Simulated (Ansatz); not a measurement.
C5H11BN2⁺, that is BMe2(nacnacH) with one electron fewer, relaxed as a doublet with UKS PBE-D4/def2-SVP in Ansatz, starting from the PBE-D4/def2-SVP geometry of the neutral singlet. Force threshold 0.02 eV/Å.

Start:

```xyz
19

B     0.4930   -0.0884    0.3925
C     1.6578   -1.1929    0.1280
H     1.5001   -1.7741   -0.8070
H     1.7268   -1.9257    0.9631
H     2.6633   -0.7206    0.0560
C     0.7077    0.7705    1.7575
H    -0.0939    1.5225    1.9271
H     1.6767    1.3185    1.7503
H     0.7380    0.1138    2.6558
N    -0.9329   -0.7960    0.4136
C    -1.9379   -0.5857   -0.4221
C    -1.8629    0.3338   -1.4833
C    -0.6652    1.0509   -1.6522
N     0.3806    0.8931   -0.8559
H    -1.0944   -1.4872    1.1500
H    -2.8674   -1.1632   -0.2671
H    -2.7116    0.4863   -2.1586
H    -0.5791    1.7794   -2.4788
H     1.2013    1.4649   -1.0689
```

**Question.** Estimate the energy that the relaxation releases and the steps that it takes.

**Answer.** 0.14 eV, in 6 steps; 25 s on 4 threads of Intel Xeon on a shared host. No frequencies were taken in this run, so the end may be a saddle point.

**Question.** Does the start keep its bonding and symmetry?

**Answer.** By distances, no bond broke or formed. The bond that changes most is B1–N10, from 1.59 to 1.53 Å (atoms count from 1). Point group C2v at the start, C2v at the end, both within 0.05 Å.

**Question.** Predict the relaxed structure.

**Answer.** 
Cartesian coordinates in Å:
```
B 0.424 -0.076 0.338
C 1.666 -1.177 0.158
H 1.510 -1.756 -0.774
H 1.685 -1.860 1.029
H 2.633 -0.640 0.113
C 0.735 0.748 1.756
H -0.063 1.498 1.927
H 1.718 1.252 1.684
H 0.770 0.033 2.600
N -0.930 -0.783 0.401
C -1.953 -0.592 -0.422
C -1.863 0.333 -1.484
C -0.667 1.061 -1.665
N 0.365 0.883 -0.851
H -1.070 -1.473 1.150
H -2.877 -1.173 -0.263
H -2.713 0.485 -2.161
H -0.574 1.788 -2.488
H 1.202 1.449 -1.046
```
Bond lengths: 2 × C–N 1.33 Å; 2 × B–C 1.67 Å; 2 × C–C 1.41 Å; 2 × B–N 1.53 Å; 9 × C–H 1.10 to 1.11 Å; 2 × H–N 1.03 Å.
